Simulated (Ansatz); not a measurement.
`C=NCO` and `C=NCN[SiH3]` differ in one atom or group.

Ansatz, PBE0-D4/def2-TZVP geometries, multiplicity 1. Each molecule was computed in one conformer, which needn't be the lowest.

| property | `C=NCO` |
| --- | --- |
| HOMO–LUMO gap (ωB97M-V/def2-TZVPP) / eV | 11.71 |
| HOMO energy (PBE0/def2-TZVPP) / eV | -7.74 |
| LUMO energy (B3LYP/def2-TZVPP) / eV | -0.93 |
| HOMO–LUMO gap (PBE0/def2-TZVPP) / eV | 7.10 |
| HOMO–LUMO gap (B3LYP/def2-TZVPP) / eV | 6.61 |
| HOMO energy (ωB97M-V/def2-TZVPP) / eV | -10.12 |

Give the same properties after the change, and the shifts. (An estimate is asked.)

Ansatz gave: 
```json
{"property": "HOMO–LUMO gap (ωB97M-V/def2-TZVPP) / eV", "`C=NCN[SiH3]`": "11.12", "shift": "-0.59"}
{"property": "HOMO energy (PBE0/def2-TZVPP) / eV", "`C=NCN[SiH3]`": "-7.13", "shift": "0.61"}
{"property": "LUMO energy (B3LYP/def2-TZVPP) / eV", "`C=NCN[SiH3]`": "-0.77", "shift": "0.16"}
{"property": "HOMO–LUMO gap (PBE0/def2-TZVPP) / eV", "`C=NCN[SiH3]`": "6.63", "shift": "-0.47"}
{"property": "HOMO–LUMO gap (B3LYP/def2-TZVPP) / eV", "`C=NCN[SiH3]`": "6.14", "shift": "-0.47"}
{"property": "HOMO energy (ωB97M-V/def2-TZVPP) / eV", "`C=NCN[SiH3]`": "-9.45", "shift": "0.67"}
```

With PBE0 the HOMO rises by 0.61 eV and the LUMO rises by 0.14 eV, so the gap narrows by about 0.47 eV. PBE moves the HOMO by 0.48 eV and ωB97M-V by 0.67 eV.

B3LYP here is the variant with VWN-RPA as its local correlation; programs differ in this.
